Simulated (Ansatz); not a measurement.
Consider the hydrogenolysis of a C–Sn bond: `N=C(O)[CH2][SnH3]` + H₂ → `CC(=N)O` + `[SnH4]`.

Computed with Ansatz on PBE0-D4/def2-TZVP structures; ΔE is electronic, products minus reactants. CBS: MP2 limit from def2 TZ/QZ plus the TZ coupled-cluster correction, frozen cores. This one scheme is used for every species. DFT in def2-TZVPP. Elements past krypton have def2 core potentials. For Sn outer-core shells are correlated without core-valence functions, which leaves a few kJ/mol of doubt a bond. One conformer a species, not always the lowest.

`N=C(O)[CH2][SnH3]`:

Cartesian coordinates in Å:
```
N -0.663 -1.808 1.166
C -0.091 -1.189 0.223
O -0.336 -1.568 -1.050
C 0.826 -0.026 0.276
Sn -0.133 1.748 -0.520
H -0.397 -1.434 2.071
H -0.948 -2.314 -0.991
H 1.703 -0.203 -0.349
H 1.145 0.174 1.297
H -0.067 1.730 -2.221
H 0.711 3.109 0.075
H -1.749 1.782 0.023
```

H₂:

Z-matrix (Å, degrees):
```
H
H 1 0.746
```

`CC(=N)O`:

Cartesian coordinates in Å:
```
C 0.886 -0.522 -0.172
C -0.376 0.252 0.021
N -1.175 0.245 1.000
O -0.632 1.045 -1.036
H 0.808 -1.137 -1.071
H 1.722 0.165 -0.322
H 1.091 -1.159 0.685
H -0.866 -0.394 1.725
H -1.458 1.505 -0.830
```

`[SnH4]`:

Cartesian coordinates in Å:
```
Sn 0.000 0.000 0.000
H 0.455 1.241 1.074
H -1.168 -0.994 0.742
H 1.368 -0.934 -0.401
H -0.655 0.686 -1.416
```

```json
{"level": "r2SCANh", "ΔE (eV)": "-0.42"}
{"level": "r2SCAN0", "ΔE (eV)": "-0.45"}
{"level": "MP2/def2-TZVPP", "ΔE (eV)": "-0.25"}
{"level": "SCS-MP2/def2-QZVPP", "ΔE (eV)": "-0.30"}
```

Task: What does CCSD(T)/CBS give? (An estimate is asked.)

Result: Computed: -0.30 eV. The listed levels differ from it by -0.12, -0.15, 0.05, 0.00 eV.

Largest T1 diagnostic among the species: 0.013.

At CCSD(T), def2-SVP lies −0.20 eV from the extrapolated value and def2-TZVPP −0.06 eV. Leaving LDA and LC-ωPBE aside and taking each functional with its dispersion term where it has one, the values, not all of them listed here, spread over 0.22 eV, from B97M-V to revPBE-D4. From BLYP to BHLYP (50 % exact exchange), in def2-TZVPP and without D4, ΔE moves by −0.08 eV.
